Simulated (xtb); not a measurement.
MoF6, SMILES [Mo]([F])([F])([F])([F])([F])[F], multiplicity 1. All values are semi-empirical tight-binding results from xtb (GFN2-xTB unless named), good for trends rather than for accurate numbers. The structure is a stationary point at GFN2-xTB. The multiplicity is an assumed one; other spin states were not compared. The isomer is the one that the SMILES or the coordinates give; other isomers of the formula were not compared.

Optimised geometry:

Bonded distances (Å): Mo1–F2 1.737, Mo1–F3 1.737, Mo1–F4 1.737, Mo1–F5 1.737, Mo1–F6 1.737, Mo1–F7 1.737. Angles (°): F2–Mo1–F3 180.0, F2–Mo1–F4 90.0, F2–Mo1–F5 90.0, F2–Mo1–F6 90.0, F2–Mo1–F7 90.0, F3–Mo1–F4 90.0, F3–Mo1–F5 90.0, F3–Mo1–F6 90.0, F3–Mo1–F7 90.0, F4–Mo1–F5 90.0, F4–Mo1–F6 90.0, F4–Mo1–F7 180.0, F5–Mo1–F6 180.0, F5–Mo1–F7 90.0, F6–Mo1–F7 90.0.

For metal compounds this method's bond lengths and energies can be far off.

```yaml
point_group_as_xtb_finds_it: Oh
orbital_gap: 5.74 eV
zero_point_energy: 8.6 kcal/mol
G − E(el) at 298.15 K (modified RRHO): -10.0 kcal/mol
```

Computed atomic charges and the Wiberg bond orders between heavy atoms:
charges (e) Mo1 1.62, F2 -0.27, F3 -0.27, F4 -0.27, F5 -0.27, F6 -0.27, F7 -0.27. Bond orders Mo1–F2 1.08, Mo1–F3 1.08, Mo1–F4 1.08, Mo1–F5 1.08, Mo1–F6 1.08, Mo1–F7 1.08.
